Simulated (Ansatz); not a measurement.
`FCC(F)(F)OCC(F)(F)F`. Charge 0, multiplicity 1. Geometry: relaxed with PBE0-D4/def2-TZVP. It is one conformer, not always the lowest.

```xyz
15

F     2.957    1.658   -0.934
C     1.732    1.120   -1.204
C     1.137    0.545    0.064
F     1.951   -0.398    0.595
F     1.023    1.500    1.018
O    -0.074    0.023   -0.247
C    -0.786   -0.562    0.822
C    -2.085   -1.089    0.260
F    -1.884   -2.013   -0.680
F    -2.827   -0.120   -0.275
F    -2.790   -1.651    1.248
H     1.837    0.317   -1.937
H     1.065    1.895   -1.585
H    -0.236   -1.399    1.259
H    -1.019    0.173    1.596
```

Question: What is the dipole moment at B3LYP/def2-TZVPP? (Estimate.)

Answer: The calculation gave: 0.44 D, with components (-0.36, -0.11, -0.22) D in this frame, pointing from negative to positive charge.

Question: And with PBE, r2SCAN, ωB97M-V? (Estimate.)

Answer: Ansatz gave: PBE 0.41 D, r2SCAN 0.43 D, ωB97M-V 0.42 D.

Question: Give the Mulliken charges with B3LYP, r2SCAN, PBE in def2-TZVPP. (An estimate is asked.)

Answer: The calculation gave: 
```json
{"atom": "F1", "B3LYP": "-0.22", "r2SCAN": "-0.22", "PBE": "-0.18"}
{"atom": "C2", "B3LYP": "0.08", "r2SCAN": "0.15", "PBE": "0.04"}
{"atom": "C3", "B3LYP": "0.47", "r2SCAN": "0.46", "PBE": "0.35"}
{"atom": "F4", "B3LYP": "-0.20", "r2SCAN": "-0.19", "PBE": "-0.15"}
{"atom": "F5", "B3LYP": "-0.20", "r2SCAN": "-0.19", "PBE": "-0.15"}
{"atom": "O6", "B3LYP": "-0.28", "r2SCAN": "-0.28", "PBE": "-0.21"}
{"atom": "C7", "B3LYP": "-0.07", "r2SCAN": "-0.01", "PBE": "-0.10"}
{"atom": "C8", "B3LYP": "0.50", "r2SCAN": "0.49", "PBE": "0.38"}
{"atom": "F9", "B3LYP": "-0.17", "r2SCAN": "-0.17", "PBE": "-0.13"}
{"atom": "F10", "B3LYP": "-0.17", "r2SCAN": "-0.17", "PBE": "-0.13"}
{"atom": "F11", "B3LYP": "-0.17", "r2SCAN": "-0.17", "PBE": "-0.13"}
{"atom": "H12", "B3LYP": "0.09", "r2SCAN": "0.05", "PBE": "0.09"}
{"atom": "H13", "B3LYP": "0.09", "r2SCAN": "0.05", "PBE": "0.09"}
{"atom": "H14", "B3LYP": "0.12", "r2SCAN": "0.10", "PBE": "0.12"}
{"atom": "H15", "B3LYP": "0.12", "r2SCAN": "0.10", "PBE": "0.12"}
```

B3LYP here is the variant with VWN-RPA as its local correlation; programs differ in this.
